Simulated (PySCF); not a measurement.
**`C=C[C@@H](C#N)C[S@](=O)[O-]`: 4 charge schemes on one density**

Species: C5H6NO2S (charge -1).
Structure used (GFN2-xTB), in Å, numbered top down from 1:
```xyz
15
C5H6NO2S angstrom
C     -1.9841   -0.1610    0.7149
C     -1.1685   -0.0454   -0.3145
C      0.2317   -0.5864   -0.3322
C      0.3582   -1.5813   -1.3561
N      0.4791   -2.3436   -2.2083
C      1.2610    0.5124   -0.5554
S      1.5393    1.3594    1.1931
O      1.4298    0.1576    2.0723
O      0.3541    2.2491    1.2874
H     -1.6733   -0.6434    1.6264
H     -2.9759    0.2623    0.7069
H     -1.4778    0.4708   -1.2166
H      0.4706   -1.0246    0.6548
H      0.9272    1.2765   -1.2547
H      2.2241    0.1055   -0.8674
```

Density: PBE0/pcSseg-1 (PySCF); schemes: Mulliken, IAO, Hirshfeld and ESP-fitted. Isolated species at its GFN2-xTB geometry (one conformer only). The pcSseg-1 basis has no diffuse functions, a weakness for an anion.

Q: At which atom do the 4 schemes differ most?

A: At S7: from +0.158 (ESP-fitted) to +1.292 e (IAO), 1.134 e apart.

Q: For which atoms does the sign change between the 4 schemes (beyond +0.03 e in one, beyond −0.03 e in another)?

A: C3. Atomic charges aren't observables, and each scheme defines them in its own way.

Q: Do the Mulliken, IAO, Hirshfeld and ESP-fitted schemes agree on where the charge is lowest?

A: The schemes don't all agree: Mulliken O9 (-0.692); IAO O9 (-0.981); Hirshfeld O9 (-0.457); ESP-fitted C6 (-0.559).

Q: Give the atomic charges in each scheme.

A: In e:

| atom | environment | Mulliken | IAO | Hirshfeld | ESP-fitted |
| --- | --- | --- | --- | --- | --- |
| C1 | terminal =CH2 carbon | -0.106 | -0.305 | -0.105 | -0.410 |
| C2 | alkene CH carbon | -0.116 | -0.107 | -0.033 | -0.299 |
| C3 | sp3 carbon next to a nitrile | -0.335 | -0.164 | -0.027 | +0.573 |
| C4 | nitrile carbon | +0.149 | +0.160 | +0.074 | +0.126 |
| N5 | nitrile nitrogen | -0.317 | -0.334 | -0.301 | -0.505 |
| C6 | sp3 carbon bound to sulfur | -0.319 | -0.449 | -0.130 | -0.559 |
| S7 | sulfur bonded to C and 2 O | +0.749 | +1.292 | +0.221 | +0.158 |
| O8 | oxygen bonded to S | -0.691 | -0.975 | -0.428 | -0.472 |
| O9 | oxygen bonded to S | -0.692 | -0.981 | -0.457 | -0.453 |
| H10 | vinylic hydrogen | +0.108 | +0.153 | +0.043 | +0.189 |
| H11 | vinylic hydrogen | +0.087 | +0.135 | +0.035 | +0.168 |
| H12 | vinylic hydrogen | +0.081 | +0.133 | +0.037 | +0.168 |
| H13 | methine hydrogen | +0.182 | +0.185 | +0.036 | -0.003 |
| H14 | methylene hydrogen | +0.110 | +0.130 | +0.017 | +0.153 |
| H15 | methylene hydrogen | +0.108 | +0.129 | +0.017 | +0.167 |

Mean size of the charges over all atoms: IAO 0.375 e, ESP-fitted 0.293 e, Mulliken 0.277 e, Hirshfeld 0.131 e. Each set sums to the total charge, -1, to within 0.001 e. The ESP scheme is a least-squares fit of atom-centred charges to the potential on four shells outside the van der Waals surface, with the total charge fixed.

Q: Sum the charges by element, for elements with more than one atom.

A: 
```csv
element,atoms,Mulliken,IAO,Hirshfeld,ESP-fitted
C,5,-0.727,-0.866,-0.221,-0.569
O,2,-1.383,-1.957,-0.885,-0.925
H,6,+0.678,+0.864,+0.185,+0.841
```

Q: How closely do the schemes follow one another over all atoms?

A: Correlation coefficient and root-mean-square difference: Mulliken with IAO 0.98, 0.192 e; Mulliken with Hirshfeld 0.92, 0.199 e; IAO with Hirshfeld 0.92, 0.363 e; Hirshfeld with ESP-fitted 0.73, 0.239 e; IAO with ESP-fitted 0.63, 0.408 e; Mulliken with ESP-fitted 0.57, 0.322 e.

Q: How many electrons does the Hirshfeld scheme count on C2?

A: Z − q = 6 − (-0.033) = 6.033.

The run behind these numbers computed NMR shieldings as well. On one thread of an Arm Neoverse V1, shared host with 32 logical CPUs at a one-minute load of 23, this took 35 s of wall time and 0.93 GiB of memory at its peak.
